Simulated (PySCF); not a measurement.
germylmethylgermane (CH₈Ge₂), SMILES [GeH3][CH2][GeH3]. Atoms are numbered in the order given.

```xyz
11

Ge     1.6445     0.0000    -0.1031
C      0.0000     0.0000     0.9570
Ge    -1.6445     0.0000    -0.1031
H      2.8800     0.0000     0.8188
H      1.6915    -1.2524    -0.9997
H      1.6915     1.2524    -0.9997
H      0.0000     0.8871     1.6099
H      0.0000    -0.8871     1.6099
H     -1.6915    -1.2524    -0.9997
H     -1.6915     1.2524    -0.9997
H     -2.8800     0.0000     0.8188
```

Geometry optimised at PBE0-D3(BJ)/def2-SVP.

Two levels are set side by side: PBE/pcSseg-1 (PySCF) and B3LYP/pcSseg-1 (PySCF). GIAO shifts against GeH4 (⁷³Ge), TMS (¹H), TMS (¹³C) at the same level; non-relativistic, no solvent, atoms listed together averaged. Differences are taken from unrounded values.

```csv
quantity,PBE
"δ(⁷³Ge) of Ge1, Ge3 (ppm)",128.3
δ(¹³C) of C2 (ppm),-9.0
"δ(¹H) of H7, H8 (ppm)",0.44
```

These are the PBE values. What does B3LYP give? (Estimate from the structure and the level; the computed values follow.)


```json
[
 {"quantity": "δ(⁷³Ge) of Ge1, Ge3 (ppm)", "B3LYP": "122.8", "PBE minus B3LYP": "5.5"},
 {"quantity": "δ(¹³C) of C2 (ppm)", "B3LYP": "-9.6", "PBE minus B3LYP": "0.6"},
 {"quantity": "δ(¹H) of H7, H8 (ppm)", "B3LYP": "0.32", "PBE minus B3LYP": "0.12"}
]
```

Rough cost on one machine, each run with all the roots and properties that it gave: B3LYP against PBE within a factor of 2.
